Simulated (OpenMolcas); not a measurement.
A calculation on Br5+.

```yaml
Program: OpenMolcas
Method: "SS-CASPT2, IPEA 0.25 Eh, imaginary shift 0.1 Eh (closed shells correlated: 3d)"
Basis: ANO-RCC-VQZP [7s6p4d2f1g]
Scalar_Hamiltonian: DKH2, point nucleus
Active_space: 2 electrons in 4 orbitals (4s 4p)
State_averaging: 2S+1 = 3 even, 3 roots; 2S+1 = 1 even, 7 roots; 2S+1 = 3 odd, 3 roots; 2S+1 = 1 odd, 3 roots
Spin-orbit_coupling: state interaction with AMFI integrals over the reference wave functions, term energies averaged over their components
```

(1) Which level of the active space comes out lowest?

(2) How high does 4s 4p 1P* 1 lie?

(3) How high does 4p2 3P0 lie?

(4) How high does 4s 4p 3P* 0 lie?

(5) The level at 30.642 eV has J = 2. What is it made of, and what is its g factor?

Measured values: Moore, Atomic Energy Levels, vol. II, NSRDS-NBS 35 (1971 reprint of NBS Circular 467, 1952).

## Answers

(1) 4s2 1S0, with 100 % of that term; it is also the measured ground level.

(2) 18.984 eV above the lowest level; measured 18.7556 eV above the ground level, so the calculation is off by +1 %.

(3) 30.072 eV above the lowest level; measured 30.2690 eV above the ground level, so the calculation is off by -1 %.

(4) 12.584 eV above the lowest level; measured 12.9335 eV above the ground level, so the calculation is off by -3 %.

(5) 62 % 4p2 3P2, 38 % 4p2 1D; g = 1.311, against 1.501 from Landé's formula for the pure leading term.

Over all roots computed the reference weight is 0.94 to 0.99; the roots of lowest weight are the least certain, and an intruder state may touch them. The ¹D term of p² mixes with s d, which this space lacks. Measured partners are found by configuration, term and J. A level has none where our copy of the source lacks it or the pairing is in doubt (some pairs that miss far off the trend of their configuration count as doubtful), and it then counts in no deviation. Only configurations of the active space appear.

* marks odd parity.
